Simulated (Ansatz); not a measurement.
Relaxation of CH8AlClN2 (13 atoms, charge 0, multiplicity 1), to a largest force component of 0.03 eV/Å in at most 50 steps.

These are results of RKS B3LYP-D4/def2-SVP (Ansatz 0.2.0), not measurements.

```xyz
13
Properties=species:S:1:pos:R:3:forces:R:3
Al 0.151 -1.220 0.087 0.97 0.12 0.29
C 0.465 2.034 0.062 -0.41 0.35 -0.20
N -1.054 -1.270 1.375 0.00 0.00 0.00
N -0.197 -1.334 -1.640 0.01 0.00 0.00
H 1.253 1.386 0.436 0.29 -0.16 0.15
Cl 2.253 -1.039 0.694 -0.91 -0.25 -0.27
H 0.021 1.590 -0.845 0.03 0.01 0.06
H 0.892 3.016 -0.196 -0.04 -0.05 0.03
H -0.316 2.157 0.829 0.05 -0.01 -0.05
H -2.057 -1.366 1.258 0.00 -0.01 0.00
H -0.819 -1.201 2.360 0.00 0.00 0.00
H -1.114 -1.418 -2.066 0.00 0.00 0.01
H 0.523 -1.335 -2.355 0.00 0.00 -0.01
```

Problem. Where does it end, and by what steps?

Solution. It converged. The force dipped under the threshold on the way, but the program's further checks kept it going. After 15 steps the energy has fallen by 0.085 eV; H8 moved furthest, 0.62 Å.

```json
{"step": "0", "energy less start (eV)": "0.0000", "largest force component (eV/Å)": "0.974", "accepted": "yes"}
{"step": "1", "energy less start (eV)": "-0.0592", "largest force component (eV/Å)": "0.369", "accepted": "yes"}
{"step": "2", "energy less start (eV)": "-0.0686", "largest force component (eV/Å)": "0.227", "accepted": "yes"}
{"step": "3", "energy less start (eV)": "-0.0739", "largest force component (eV/Å)": "0.140", "accepted": "yes"}
{"step": "4", "energy less start (eV)": "-0.0630", "largest force component (eV/Å)": "0.734", "accepted": "no"}
{"step": "5", "energy less start (eV)": "-0.0772", "largest force component (eV/Å)": "0.034", "accepted": "yes"}
{"step": "6", "energy less start (eV)": "-0.0789", "largest force component (eV/Å)": "0.007", "accepted": "yes"}
{"step": "7", "energy less start (eV)": "-0.0781", "largest force component (eV/Å)": "0.273", "accepted": "no"}
{"step": "8", "energy less start (eV)": "-0.0800", "largest force component (eV/Å)": "0.053", "accepted": "yes"}
{"step": "9", "energy less start (eV)": "-0.0808", "largest force component (eV/Å)": "0.094", "accepted": "yes"}
{"step": "10", "energy less start (eV)": "-0.0815", "largest force component (eV/Å)": "0.144", "accepted": "yes"}
{"step": "11", "energy less start (eV)": "-0.0826", "largest force component (eV/Å)": "0.106", "accepted": "yes"}
{"step": "12", "energy less start (eV)": "-0.0823", "largest force component (eV/Å)": "0.207", "accepted": "no"}
{"step": "13", "energy less start (eV)": "-0.0836", "largest force component (eV/Å)": "0.072", "accepted": "yes"}
{"step": "14", "energy less start (eV)": "-0.0841", "largest force component (eV/Å)": "0.117", "accepted": "yes"}
{"step": "15", "energy less start (eV)": "-0.0846", "largest force component (eV/Å)": "0.029", "accepted": "yes"}
```

```xyz
13
Properties=species:S:1:pos:R:3
Al 0.159 -1.250 0.111
C 0.501 2.015 0.044
N -1.078 -1.184 1.372
N -0.202 -1.314 -1.619
H 1.546 1.873 0.354
Cl 2.188 -1.307 0.708
H 0.330 1.491 -0.909
H 0.289 3.087 -0.085
H -0.168 1.599 0.813
H -2.083 -1.182 1.228
H -0.868 -1.155 2.364
H -1.125 -1.309 -2.040
H 0.511 -1.364 -2.340
```

Whether the end is a true minimum wasn't checked by a vibrational analysis.

The run took 37 s on 2 threads of AMD EPYC 9R14 (Zen 4), on a shared host, peak memory 0.3 GiB.
